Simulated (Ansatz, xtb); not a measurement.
CH5AlSeSn: where a starting geometry ends

The starting geometry of this gas-phase singlet was built from a drawn formula by distance geometry and a force field; its bonds are those of `[CH3][Al]1[Se][SnH2]1`.

```xyz
9

C    -0.2741    0.8095    1.7913
Al    0.7456    0.7209    0.0934
Se    2.8584    0.1509   -0.9695
Sn    0.7987   -0.4960   -2.3001
H    -0.3671   -0.2149    2.2279
H    -1.2948    1.1772    1.5713
H     0.2550    1.5161    2.5247
H     0.5436    0.5324   -3.7044
H     0.5612   -2.2448   -2.2882
```

Predict what becomes of its bonds when it is optimised with r2SCAN-D4/def2-SVP.

It keeps its bonds, and is `[CH3][Al]1[Se][SnH2]1`.

The energy falls by 0.74 eV over 20 steps:

```
step  E − E(last) (eV)
   1             0.736
   3             0.090
   5             0.013
   7             0.002
   9             0.002
  12             0.001
  14             0.000
  16             0.000
  18             0.000
  20             0.000
```

Final geometry (Å):

```json
{"atom": "C", "x (Å)": "-0.2361", "y (Å)": "0.8335", "z (Å)": "1.8118"}
{"atom": "Al", "x (Å)": "0.6988", "y (Å)": "0.3884", "z (Å)": "0.1682"}
{"atom": "Se", "x (Å)": "2.6982", "y (Å)": "0.4086", "z (Å)": "-0.8835"}
{"atom": "Sn", "x (Å)": "0.5139", "y (Å)": "-0.5932", "z (Å)": "-2.2170"}
{"atom": "H", "x (Å)": "-0.6931", "y (Å)": "-0.0644", "z (Å)": "2.2595"}
{"atom": "H", "x (Å)": "-1.0495", "y (Å)": "1.5523", "z (Å)": "1.6187"}
{"atom": "H", "x (Å)": "0.4483", "y (Å)": "1.2777", "z (Å)": "2.5522"}
{"atom": "H", "x (Å)": "0.4506", "y (Å)": "0.3263", "z (Å)": "-3.6723"}
{"atom": "H", "x (Å)": "0.9954", "y (Å)": "-2.1778", "z (Å)": "-2.6911"}
```

From the same start GFN2-xTB ends elsewhere, differing in Al2–Sn4 (3.60 against 2.59 Å here), Al2–H9 (1.57 against 3.85 Å here), Sn4–H9 (3.33 against 1.72 Å here).

The end wasn't checked by frequencies. Atoms past krypton carry core potentials, without spin–orbit terms. Run with Ansatz 0.2.0, 86 s on 2 threads of Arm Neoverse V1, on a shared host.
